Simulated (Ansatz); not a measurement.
`O[SiH2][SiH](O)S` + NH₃ → `N[SiH2][SiH](O)S` + H₂O  (ligand exchange at the Si–O bond)

Computed with Ansatz on PBE0-D4/def2-TZVP structures; ΔE is electronic, products minus reactants. CCSD(T)/CBS adds triple-zeta CCSD(T) − MP2 to the extrapolated MP2 energy (def2 sets, frozen cores). This one scheme is used for every species. DFT in def2-TZVPP. B3LYP here is the variant with VWN-RPA as its local correlation; programs differ in this. Each species was taken in one conformer, which may not be the lowest.

| level | ΔE (kcal/mol) | difference from CCSD(T)/CBS |
| --- | --- | --- |
| PBE-D4 | 9.4 | -0.2 |
| r2SCAN-D4 | 10.5 | 0.9 |
| PBE0-D4 | 9.3 | -0.3 |
| B3LYP-D4 | 10.4 | 0.8 |
| ωB97X-V | 10.3 | 0.7 |
| ωB97M-V | 10.1 | 0.5 |
| B2PLYP | 11.0 | 1.4 |
| PBE | 10.0 | 0.4 |
| r2SCAN | 10.6 | 1.0 |
| PBE0 | 9.8 | 0.2 |
| B3LYP | 11.4 | 1.8 |
| HF/def2-TZVPP | 12.2 | 2.6 |
| MP2/def2-TZVPP | 9.9 | 0.3 |
| SCS-MP2/def2-TZVPP | 10.5 | 0.9 |
| CCSD/def2-TZVPP | 10.3 | 0.7 |
| CCSD(T)/def2-TZVPP | 10.1 | 0.5 |
| HF/def2-QZVPP | 12.2 | 2.6 |
| MP2/def2-QZVPP | 9.6 | 0.0 |
| SCS-MP2/def2-QZVPP | 10.2 | 0.6 |
| HF/CBS(def2) | 12.2 | 2.6 |
| MP2/CBS(def2) | 9.4 | -0.2 |
| CCSD/CBS(def2) | 9.8 | 0.2 |
| CCSD(T)/CBS | 9.6 | 0 |

Largest T1 diagnostic among the species: 0.012.

In def2-TZVPP, CCSD(T) changes the Hartree–Fock value by −2.1 kcal/mol (the triples alone add −0.2 kcal/mol) and MP2 by −2.3 kcal/mol. The D4 term adds −1.0 kcal/mol with B3LYP and −0.5 kcal/mol with PBE0; it sums over pairs of atoms, weighted by their polarisabilities, and B3LYP, whose exchange is more repulsive, gets the larger term.
